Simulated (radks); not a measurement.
Fractional charge and spin in the 2s shell of fluorine: the spin-up occupation runs from 0 to 1 and the spin-down occupation from 0 to 1; the fullest corner is F, [He] 2p(up 2.5, down 2.5) 2s(up 1, down 1). All-electron calculation, scalar-relativistic Kohn-Sham, SCAN, spin-polarised, spherical densities, finite nucleus; meta-GGA in the generalised Kohn-Sham scheme; Fermi nuclear charge, rms radius of each element as measured or else 0.836 A^(1/3) + 0.57 fm. Program: a radial shooting solver on a logarithmic mesh with Libxc functionals. Energy (eV) above the fullest corner. The planes named below are the two flat planes that join the four corners, with an edge along up + down = one added electron.

| down \ up | 0 | 0.25 | 0.5 | 0.75 | 1 |
|---|---|---|---|---|---|
| 0 | 99.398 | 82.721 | 67.139 | 52.719 | 39.454 |
| 0.25 | 82.721 | 67.461 | 53.245 | 40.149 | 28.172 |
| 0.5 | 67.139 | 53.245 | 40.349 | 28.532 | 17.788 |
| 0.75 | 52.719 | 40.149 | 28.532 | 17.952 | 8.407 |
| 1 | 39.454 | 28.172 | 17.788 | 8.407 | 0.000 |

Corners above the fullest one (they belong to F+ and the next ion): (up 1, down 0) 39.454 eV, (up 0, down 1) 39.454 eV, (up 0, down 0) 99.398 eV. With half an added electron in each spin the energy lies 0.895 eV from the planes, and with half an added electron in spin up alone -2.287 eV. The planes are only a guide here: the flat-plane condition holds for ground states with one frontier orbital, while this shell lies below other occupied shells, so the corners above the fullest one are inner-hole states and not the ground states of those ions.
